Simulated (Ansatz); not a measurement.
`F[SiH]([SiH3])Cl` + `N=C(F)Cl` → `N=C(F)[SiH](F)[SiH3]` + Cl₂  (formal exchange of groups at the Si–Cl bond)

Computed with Ansatz on PBE0-D4/def2-TZVP structures; ΔE is electronic, products minus reactants. CCSD(T)/CBS adds triple-zeta CCSD(T) − MP2 to the extrapolated MP2 energy (def2 sets, frozen cores). This one scheme is used for every species. Functionals use def2-TZVPP. One conformer a species, not always the lowest.

```
             level  ΔE (kcal/mol)  difference from CCSD(T)/CBS
         r2SCAN-D4           56.0                          3.8
        r2SCAN0-D4           56.8                          4.6
          BHLYP-D4           53.6                          1.4
           ωB97X-V           53.4                          1.2
            revPBE           51.5                         -0.7
           r2SCANh           56.5                          4.3
             BHLYP           53.9                          1.7
       HF/def2-SVP           57.2                          5.0
     CCSD/def2-SVP           55.8                          3.6
     HF/def2-TZVPP           55.8                          3.6
    MP2/def2-TZVPP           57.4                          5.2
SCS-MP2/def2-TZVPP           54.8                          2.6
   CCSD/def2-TZVPP           53.4                          1.2
     HF/def2-QZVPP           55.3                          3.1
SCS-MP2/def2-QZVPP           54.1                          1.9
     MP2/CBS(def2)           56.3                          4.1
       CCSD(T)/CBS           52.2                            0
```

Largest T1 diagnostic among the species: 0.014.

From BLYP to BHLYP (50 % exact exchange), in def2-TZVPP and without D4, ΔE moves by +4.5 kcal/mol. At CCSD(T), def2-SVP lies +3.5 kcal/mol from the extrapolated value and def2-TZVPP +1.1 kcal/mol. Leaving LDA and LC-ωPBE aside and taking each functional with its dispersion term where it has one, the values, not all of them listed here, spread over 7.8 kcal/mol, from BLYP-D4 to r2SCAN0-D4. LDA lies +2.4 kcal/mol from PBE without D4.
